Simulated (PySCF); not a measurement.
Screening by computed properties: pick the candidate that meets the target.

Each SMILES stands for a single optimised conformer of the isolated species, non-relativistic unless stated. Electronic properties by PySCF.

The conformers computed, where there is a choice (atom-mapped SMILES and torsion angles):
- `[F:1][SiH2:2][N:3]([CH2:4][SiH3:5])[CH:6]1[CH2:7][CH2:8]1`: F1–Si2–N3–C4 22°, Si2–N3–C4–Si5 94°, Si2–N3–C6–C7 -70°
- `[CH2:1]=[CH:2][c:3]1[cH:4][n:5]([CH:6]2[CH2:7][CH2:8]2)[n:9][n+:10]1[CH3:11]`: C1–C2–C3–C4 -1°, C4–N5–C6–C7 -144°
- `[CH3:1][CH2:2][C@@:3]1([CH3:4])[CH2:5][C@H:6]1[C:7](=[O:8])[Cl:9]`: C1–C2–C3–C4 -68°, C5–C6–C7–O8 23°
- `[CH3:1][C:2]1([CH3:3])[CH2:4][C@:5]1([CH3:6])[C:7](=[O:8])[Cl:9]`: C4–C5–C7–O8 -12°

(1) Wanted: HOMO–LUMO gap above 7 eV (PBE0/pcSseg-1) and smallest rotational constant below 0.8 GHz (GFN2-xTB), at GFN2-xTB geometries. Which candidate meets both?
A. `C=Cc1cn(C2CC2)n[n+]1C`
B. `CC[C@@]1(C)C[C@H]1C(=O)Cl`
C. `F[SiH2]N(C[SiH3])C1CC1`
D. `CC1(C)C[C@]1(C)C(=O)Cl`

Results:

(1) B. Computed values:
| species | HOMO–LUMO gap | smallest rotational constant |
| --- | --- | --- |
| C=Cc1cn(C2CC2)n[n+]1C | 5.73 eV | 0.569 GHz |
| F[SiH2]N(C[SiH3])C1CC1 | 6.52 eV | 0.772 GHz |
| CC1(C)C[C@]1(C)C(=O)Cl | 7.14 eV | 0.886 GHz |
| CC[C@@]1(C)C[C@H]1C(=O)Cl | 7.26 eV | 0.708 GHz |
